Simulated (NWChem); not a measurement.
System: C$_{2}$H$_{6}$F$_{2}$Si; SMILES C[Si@H](F)CF

```xyz
11

C     -0.9982     1.8775    -0.1393
Si     0.0611     0.4253     0.3503
F      1.5620     0.6562    -0.2450
C     -0.6218    -1.1773    -0.3834
F      0.0572    -2.2734     0.1064
H     -0.5471     2.8184     0.2115
H     -2.0046     1.8013     0.3021
H     -1.1062     1.9427    -1.2333
H      0.1907     0.2823     1.8266
H     -1.6969    -1.2802    -0.1414
H     -0.5435    -1.1644    -1.4865
```
Atoms are numbered in this order, from 1.

Program: NWChem. Coordinates come from a PBE0/def2-SVP optimisation.

**Question.** Estimate the computed values for PBE/def2-TZVP. Quantities: highest occupied level (eV); orbital gap (eV); dipole (D).

**Answer.** 
```json
{
 "highest occupied level (eV)": "-7.01",
 "orbital gap (eV)": "6.66",
 "dipole (D)": "2.89"
}
```
